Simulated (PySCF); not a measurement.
Compound: C₄H₃BF₂S.
Atom-mapped SMILES: `[F:1][B:2]([F:3])[c:4]1[cH:5][cH:6][s:7][cH:8]1`

Geometry (PBE0-D3(BJ)/def2-SVP, Å), atoms numbered from 1 in this order:
```
atom  x, y, z in Å
F1    -2.7609    0.6854   -0.0795
B2    -1.8163   -0.2128   -0.3107
F3    -2.1856   -1.3294   -0.9170
C4    -0.3527    0.0310    0.1029
C5     0.7347   -0.8808   -0.0955
C6     1.9271   -0.3992    0.3667
S7     1.7493    1.1713    1.0491
C8     0.0750    1.1906    0.7196
H9     0.6241   -1.8590   -0.5656
H10    2.9048   -0.8793    0.3457
H11   -0.5292    2.0556    0.9930
```

NICS is the negative of the GIAO shielding at a point without a nucleus: at the ring centre (0) and 1 Å above and below it (1); zz is the component along the ring normal. Level: GIAO PBE0/pcSseg-1 (PySCF, non-relativistic, gas phase) on the PBE0-D3(BJ)/def2-SVP geometry, one conformer.

Ring bond lengths (Å), with Mayer bond orders in brackets: C4–C5 1.433 (1.24), C5–C6 1.367 (1.60), C6–S7 1.722 (1.16), S7–C8 1.706 (1.23), C8–C4 1.381 (1.50).

Task: What do the NICS probes read (ppm)?

Result: 
```tsv
ring	type	NICS(0)	NICS(1), two faces	NICS(1)zz, two faces	rms pucker (Å)	centre to ring atoms, mean (Å)
C4–C5–C6–S7–C8	5-membered ring with S; formal bonds all aromatic	-12.4	-11.8 / -11.8	-28.1 / -28.1	0.00	1.29
```

Task: What can be read from them?

Result: 
- C4–C5–C6–S7–C8: mean NICS(1)zz -28.1 ppm, shielded, aromatic by this magnetic criterion (flat ring, no four-coordinate atom).

Task: How equal are the bonds by HOMA? HOMA = 1 − mean of α(R − Ropt)² over the ring bonds, with Krygowski's 1993 parameters (CC: Ropt 1.388 Å, α 257.7 Å⁻²; CS: Ropt 1.677 Å, α 94.09 Å⁻²).

Result: 
- C4–C5–C6–S7–C8: HOMA 0.82; the largest term is that of C4–C5, α(R − Ropt)² = 0.52. The geometric and the magnetic index point the same way.

Task: What is the mean of the two in-plane components of NICS at the second NICS(1) probe listed for ring C4–C5–C6–S7–C8, 1 Å off the ring?

Result: The isotropic value is a third of the trace: (3 × -11.8 − (-28.1))/2 = -3.7 ppm.

Task: List the ring angles and the Hirshfeld charges of the ring atoms.

Result: 
- C4–C5–C6–S7–C8: C4 111.2° (-0.119 e), C5 113.0° (-0.064 e), C6 111.4° (-0.081 e), S7 92.0° (+0.128 e), C8 112.4° (-0.063 e); sum 540.0° against 540° for a flat convex ring.

Task: How do the values depend on the level or the medium?

Result: 
```json
{"level": "PBE0/pcSseg-1, gas", "NICS(0), C4–C5–C6–S7–C8": "-12.4", "mean NICS(1)zz, C4–C5–C6–S7–C8": "-28.1"}
{"level": "wB97X-D/pcSseg-2, gas", "NICS(0), C4–C5–C6–S7–C8": "-11.8", "mean NICS(1)zz, C4–C5–C6–S7–C8": "-28.2"}
```

The geometry is the same throughout.
